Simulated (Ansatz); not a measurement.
Molecule: AsH$_{3}$, net charge -1, doublet state. 
Geometry from a B3LYP-D3(BJ)/def2-TZVP (Ansatz, a first-principles code) optimisation:
```
As
H 1 1.5335
H 1 1.7456 2 86.01
H 1 1.7456 2 86.01 3 -140.56
```
Charge -1, spin multiplicity 2.

Task: Give the harmonic wavenumbers at B3LYP-D3(BJ)/def2-TZVP (Ansatz, finite differences of forces, unscaled).

Result: 546, 658, 790, 1007, 1332, 2084 cm⁻¹. Zero-point energy 9.2 kcal/mol.

Task: From these and the geometry, give the ideal-gas thermochemistry at 298.15 K and 1 atm (rigid rotor, harmonic oscillator).

Result: Point group Cs, rotational symmetry number 1. Rotational constants 166.4, 83.02, 64.92 GHz. S(trans) 38.98, S(rot) 16.53, S(vib) 1.24, S(elec, spin only) 1.38, S 58.1 cal/(mol K). H(298) - H(0) 2.65 kcal/mol; G - E(el) -5.5 kcal/mol.
